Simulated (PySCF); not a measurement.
**How methods differ on the excitation energy of Pt**

Pt [Xe] 4f14 5d9 6s1 (3D) → Pt [Xe] 4f14 5d9 6p1 (high-spin determinant), as a difference of total energies. Calculation: PySCF 2.14, in aug-cc-pVDZ-PP with ECP60MDF; a scalar-relativistic core potential. Correlated levels: valence: 5s2 5p6 frozen. The calculations carry no spin-orbit coupling.

```csv
method,excitation energy (eV)
UHF,3.985
LDA,5.004
PBE,4.787
PBE0,4.659
r2SCAN,4.820
M06-L,4.837
HSE06,4.652
TPSSh,4.726
r2SCANh,4.775
MP2 (valence),4.778
SCS-MP2 (valence),4.700
```

Problem. How much does correlation contribute at MP2 (valence)?

Solution. 4.778 − (3.985) = 0.793 eV, measured against UHF.

The determinant of the upper state mixes LS terms, which raises its energy above the lowest term, most at the Hartree-Fock and MP2 levels.
